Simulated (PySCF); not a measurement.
PySCF input file for Cd(NH2)(SMe) (CH₅CdNS), SMILES C[S][Cd][NH2], PBE0-D3(BJ)/def2-SVP. Geometry optimised at PBE0-D3(BJ)/def2-SVP. The structure was generated by enumeration; whether it is a known compound was not checked. The def2 effective core potentials stand for the cores of Cd; spin–orbit coupling is left out. One conformer was computed; it need not be the lowest.

```python
import numpy as np
from pyscf import gto, scf, dft, df
from pyscf.hessian import thermo

mol = gto.M(
    atom='''
    Cd    0.08696737   -0.56626963   -0.00000000
    N    -0.52648199   -2.47695035    0.00000001
    H    -0.24565882   -3.01511681    0.81785089
    H    -0.24565882   -3.01511681   -0.81785088
    S     0.63017800    1.70756926    0.00000000
    C    -1.01073959    2.51496296   -0.00000000
    H    -1.59645240    2.27040331   -0.89691264
    H    -0.82324772    3.59813582   -0.00000000
    H    -1.59645240    2.27040331    0.89691264
    ''',
    basis='def2-SVP',
    ecp={'Cd': 'def2-svp'},
    charge=0,
    spin=0,
    max_memory=1600,
    verbose=3,
)
mf = dft.RKS(mol, xc='pbe0').density_fit(auxbasis='def2-universal-jkfit')
mf.disp = 'd3bj'
mf.grids.level = 3
mf.conv_tol = 1e-11
mf.max_cycle = 100
mf.kernel()

# analytic Hessian; the response equations are solved on a coarser grid
h, args, fine = mf.Hessian(), (mf.mo_energy, mf.mo_coeff, mf.mo_occ), mf.grids
h.max_memory = max(150, 2.5e-5 * df.make_auxmol(mol, mf.with_df.auxbasis).nao * mol.nelec[0] * (mol.nelec[0] + mol.nao))  # MB; small integral blocks
h1ao = h.make_h1(mf.mo_coeff, mf.mo_occ)
mf.grids = dft.Grids(mol).set(level=1).build(with_non0tab=True)
mo1, mo_e1 = h.solve_mo1(*args, h1ao)
mf.grids = fine
hess = h.hess_elec(*args, mo1, mo_e1, h1ao) + h.hess_nuc()
if mf.do_disp():
    hess += h.get_dispersion()
for i in range(mol.natm):  # the analytic DFT Hessian lacks the response of the grid: restore translational invariance
    hess[i, i] -= hess[i].sum(axis=0)
hess = (hess + hess.transpose(1, 0, 3, 2)) / 2
vib = thermo.harmonic_analysis(mol, hess, imaginary_freq=False)
thermo.dump_normal_mode(mol, vib)
th = thermo.thermo(mf, vib['freq_au'][vib['freq_au'] > 0], 298.15, 101325)
thermo.dump_thermo(mol, th)
g0 = mf.nuc_grad_method().set(verbose=0).kernel()

# dipole derivatives [dipole axis, atom, xyz] from the same response
r, irp = mol.intor('int1e_r'), mol.intor('int1e_irp').reshape(3, 3, mol.nao, mol.nao)
sl, dm0, ok = mol.aoslice_by_atom(), np.array(mf.make_rdm1()), []
dmu = np.einsum('a,xt->xat', mol.atom_charges(), np.eye(3))
for a, (_, _, p0, p1) in enumerate(sl):
    dmu[:, a] += 2 * np.einsum('xtij,ij->xt', irp[:, :, :, p0:p1], dm0.reshape(-1, mol.nao, mol.nao).sum(0)[:, p0:p1])
    for u, c, occ, f in [(mo1, mf.mo_coeff, mf.mo_occ, 4)]:
        dmu[:, a] -= f * np.einsum('tui,xuv,vi->xt', u[a], r, c[:, occ > 0], optimize=True)
L = vib['norm_mode']
ir = 974.8801 * (np.einsum('xat,kat->kx', dmu, L) ** 2).sum(1)       # km/mol
apt = np.einsum('xax->a', dmu) / 3
print('mode   freq/cm-1   IR/(km/mol)')
for k, w in enumerate(vib['freq_wavenumber']):
    print(f'{k + 1:4d} {w:11.2f} {ir[k]:13.3f}')
print('max |gradient| / (hartree/bohr):', abs(g0).max())
print('APT charges:', apt.round(4))
```

Program output:

```
converged SCF energy = -661.349776219576

WARN: DFTD3 does not support analytical Hessian, using finite difference


WARN: Mole.unit (angstrom) is changed to Bohr

Mode                                 0                   1                   2
Irrep
Freq [cm^-1]                       89.7857             97.6643            127.9975
Reduced mass [au]                   3.9622              1.6624              1.9062
Force const [Dyne/A]                0.0188              0.0093              0.0184
Char temp [K]                     129.1816            140.5172            184.1599
Normal mode                   x     y     z       x     y     z       x     y     z
       0  Cd                -0.03 -0.00  0.00    0.00  0.00  0.03   -0.00  0.00  0.04
       1   N                 0.16 -0.07 -0.00   -0.00  0.00 -0.13    0.00 -0.00 -0.11
       2   H                 0.23 -0.03  0.00   -0.14 -0.04 -0.11   -0.01 -0.08 -0.16
       3   H                 0.23 -0.03 -0.00    0.14  0.04 -0.11    0.01  0.08 -0.16
       4   S                 0.00 -0.01 -0.00   -0.00  0.00 -0.04    0.00 -0.00 -0.08
       5   C                 0.07  0.12 -0.00   -0.00 -0.00  0.00    0.00 -0.00  0.01
       6   H                 0.05  0.17 -0.00   -0.19 -0.30  0.21    0.12  0.31 -0.16
       7   H                 0.16  0.10 -0.00   -0.00 -0.00 -0.41   -0.00 -0.00  0.41
       8   H                 0.05  0.17  0.00    0.19  0.30  0.21   -0.12 -0.31 -0.16
Mode                                 3                   4                   5
Irrep
Freq [cm^-1]                      148.1204            178.6945            349.0786
Reduced mass [au]                   1.0381              4.8001             14.3288
Force const [Dyne/A]                0.0134              0.0903              1.0287
Char temp [K]                     213.1123            257.1016            502.2464
Normal mode                   x     y     z       x     y     z       x     y     z
       0  Cd                -0.00 -0.00 -0.01   -0.03  0.03 -0.00    0.01  0.03  0.00
       1   N                 0.00 -0.00 -0.02    0.08 -0.00  0.00    0.03  0.07 -0.00
       2   H                -0.57  0.20  0.31    0.11  0.02  0.00   -0.08  0.03  0.01
       3   H                 0.57 -0.20  0.31    0.11  0.02 -0.00   -0.08  0.03 -0.01
       4   S                -0.00 -0.00 -0.01    0.08 -0.02  0.00   -0.06 -0.14  0.00
       5   C                 0.00  0.00  0.04    0.00 -0.17  0.00    0.02 -0.01 -0.00
       6   H                 0.01  0.07  0.01    0.03 -0.23  0.00   -0.00  0.05 -0.00
       7   H                 0.00  0.00  0.14   -0.12 -0.15 -0.00    0.14 -0.03 -0.00
       8   H                -0.01 -0.07  0.01    0.03 -0.23 -0.00   -0.00  0.05  0.00
Mode                                 6                   7                   8
Irrep
Freq [cm^-1]                      476.3091            605.0466            724.2654
Reduced mass [au]                   1.5269              3.1454              6.4185
Force const [Dyne/A]                0.2041              0.6784              1.9837
Char temp [K]                     685.3027            870.5273           1042.0567
Normal mode                   x     y     z       x     y     z       x     y     z
       0  Cd                 0.01  0.01 -0.00    0.01  0.03  0.00    0.00  0.00  0.00
       1   N                -0.12 -0.08  0.00   -0.03 -0.20 -0.00   -0.00 -0.00  0.00
       2   H                 0.54  0.16 -0.05   -0.23 -0.29  0.01   -0.00 -0.01  0.00
       3   H                 0.54  0.16  0.05   -0.23 -0.29 -0.01   -0.00 -0.01 -0.00
       4   S                -0.01 -0.03  0.00   -0.01 -0.01  0.00    0.09 -0.05 -0.00
       5   C                 0.00 -0.00  0.00    0.01 -0.01 -0.00   -0.19  0.11  0.00
       6   H                -0.00  0.01 -0.00    0.01  0.00 -0.00   -0.16  0.05 -0.01
       7   H                 0.03 -0.01  0.00    0.02 -0.01 -0.00   -0.18  0.10  0.00
       8   H                -0.00  0.01  0.00    0.01  0.00  0.00   -0.16  0.05  0.01
Mode                                 9                  10                  11
Irrep
Freq [cm^-1]                      757.4278            956.7220            969.6830
Reduced mass [au]                   1.1060              1.1792              1.2120
Force const [Dyne/A]                0.3739              0.6359              0.6714
Char temp [K]                    1089.7700           1376.5099           1395.1579
Normal mode                   x     y     z       x     y     z       x     y     z
       0  Cd                 0.00  0.00 -0.01   -0.00 -0.00  0.00   -0.00 -0.00 -0.00
       1   N                -0.00  0.00  0.08    0.00  0.00  0.00    0.00  0.00 -0.00
       2   H                -0.31 -0.56 -0.19    0.00  0.00 -0.00   -0.00  0.00  0.00
       3   H                 0.31  0.56 -0.19   -0.00 -0.00 -0.00   -0.00  0.00 -0.00
       4   S                -0.00  0.00  0.00    0.00  0.00  0.02    0.02  0.02 -0.00
       5   C                -0.00 -0.00  0.00   -0.00 -0.00 -0.11   -0.06 -0.10  0.00
       6   H                -0.00 -0.00  0.00   -0.55  0.24  0.17   -0.19  0.37 -0.05
       7   H                -0.00 -0.00 -0.00    0.00 -0.00  0.25    0.64 -0.22 -0.00
       8   H                 0.00  0.00  0.00    0.55 -0.24  0.17   -0.19  0.37  0.05
Mode                                12                  13                  14
Irrep
Freq [cm^-1]                     1335.7052           1454.2156           1456.0202
Reduced mass [au]                   1.1485              1.0519              1.0520
Force const [Dyne/A]                1.2073              1.3106              1.3140
Char temp [K]                    1921.7824           2092.2924           2094.8889
Normal mode                   x     y     z       x     y     z       x     y     z
       0  Cd                -0.00 -0.00 -0.00   -0.00 -0.00 -0.00   -0.00  0.00  0.00
       1   N                 0.00  0.00  0.00    0.00 -0.00  0.00    0.00 -0.00 -0.00
       2   H                 0.00  0.00 -0.00    0.00 -0.00 -0.00   -0.00  0.01  0.00
       3   H                 0.00  0.00  0.00   -0.00  0.00 -0.00   -0.00  0.01 -0.00
       4   S                -0.01  0.00 -0.00    0.00  0.00 -0.00    0.00  0.00  0.00
       5   C                -0.09  0.05 -0.00    0.00  0.00 -0.06    0.03  0.05  0.00
       6   H                 0.37 -0.34 -0.17    0.05 -0.47  0.06   -0.39 -0.34  0.37
       7   H                 0.54 -0.08  0.00    0.00 -0.00  0.71    0.35 -0.02 -0.00
       8   H                 0.37 -0.34  0.17   -0.05  0.47  0.06   -0.39 -0.35 -0.37
Mode                                15                  16                  17
Irrep
Freq [cm^-1]                     1531.1481           3064.5046           3174.5823
Reduced mass [au]                   1.0939              1.0314              1.1062
Force const [Dyne/A]                1.5109              5.7071              6.5684
Char temp [K]                    2202.9812           4409.1398           4567.5172
Normal mode                   x     y     z       x     y     z       x     y     z
       0  Cd                -0.00 -0.00  0.00    0.00  0.00 -0.00   -0.00  0.00  0.00
       1   N                -0.02  0.08  0.00   -0.00 -0.00  0.00    0.00  0.00 -0.00
       2   H                 0.16 -0.51 -0.41    0.00 -0.00 -0.00    0.00  0.00 -0.00
       3   H                 0.16 -0.51  0.41    0.00 -0.00  0.00    0.00  0.00  0.00
       4   S                 0.00  0.00 -0.00   -0.00 -0.00 -0.00    0.00  0.00  0.00
       5   C                 0.00  0.00 -0.00    0.04 -0.02 -0.00   -0.04 -0.08 -0.00
       6   H                -0.00 -0.00  0.00   -0.29 -0.14 -0.48    0.19  0.08  0.32
       7   H                 0.00 -0.00  0.00    0.11  0.54  0.00    0.14  0.77 -0.00
       8   H                -0.00 -0.00 -0.00   -0.29 -0.14  0.48    0.19  0.08 -0.31
Mode                                18                  19                  20
Irrep
Freq [cm^-1]                     3175.2572           3548.8289           3647.9797
Reduced mass [au]                   1.1090              1.0504              1.0930
Force const [Dyne/A]                6.5880              7.7942              8.5702
Char temp [K]                    4568.4881           5105.9746           5248.6306
Normal mode                   x     y     z       x     y     z       x     y     z
       0  Cd                -0.00  0.00 -0.00    0.00  0.00 -0.00    0.00  0.00  0.00
       1   N                 0.00 -0.00  0.00    0.02 -0.05  0.00   -0.00  0.00  0.08
       2   H                -0.00 -0.00  0.00   -0.17  0.34 -0.57   -0.18  0.36 -0.54
       3   H                 0.00  0.00  0.00   -0.17  0.34  0.57    0.18 -0.36 -0.54
       4   S                 0.00  0.00 -0.00   -0.00  0.00  0.00    0.00 -0.00  0.00
       5   C                -0.00 -0.00  0.09    0.00  0.00 -0.00   -0.00 -0.00  0.00
       6   H                -0.35 -0.16 -0.54    0.00 -0.00  0.00   -0.00 -0.00 -0.00
       7   H                 0.00  0.00  0.02   -0.00  0.00  0.00    0.00  0.00 -0.00
       8   H                 0.35  0.16 -0.55    0.00 -0.00  0.00    0.00  0.00 -0.00
temperature 298.1500 [K]
pressure 101325.00 [Pa]
Rotational constants [GHz] 13.22368 1.50554 1.37347
Symmetry number 1
Zero-point energy (ZPE) 0.06349 [Eh]   166693.857 [J/mol]
                           tot       elec      trans        rot        vib
Entropy [J/mol/K]       362.229      0.000    173.197    112.408     76.624
Cv [J/mol/K]             92.834      0.000     12.472     12.472     67.891
Cp [J/mol/K]            101.149      0.000     20.786     12.472     67.891
Internal energy [J/mol]                      3718.434   3718.434 178468.575
Internal energy [Eh]   -661.27897  -661.34978
Enthalpy [J/mol]                             6197.391   3718.434 178468.575
Enthalpy [Eh]          -661.27802
Gibbs free energy [J/mol]                  -45441.381 -29796.006 155623.120
Gibbs free energy [Eh] -661.31916
mode   freq/cm-1   IR/(km/mol)
   1       89.79         3.764
   2       97.66         4.940
   3      128.00         3.829
   4      148.12        25.360
   5      178.69         2.500
   6      349.08         7.114
   7      476.31       146.693
   8      605.05        41.723
   9      724.27         3.277
  10      757.43        19.535
  11      956.72         6.732
  12      969.68        11.898
  13     1335.71        17.917
  14     1454.22         7.107
  15     1456.02         8.148
  16     1531.15         4.243
  17     3064.50        28.263
  18     3174.58         1.604
  19     3175.26         4.173
  20     3548.83         7.167
  21     3647.98        10.013
max |gradient| / (hartree/bohr): 3.1482009557970946e-05
APT charges: [ 0.7911 -0.65    0.1109  0.111  -0.4078  0.0525 -0.0082  0.0087 -0.0082]
```

The run converged.

Cost: around 2.4 core-minutes (rough).
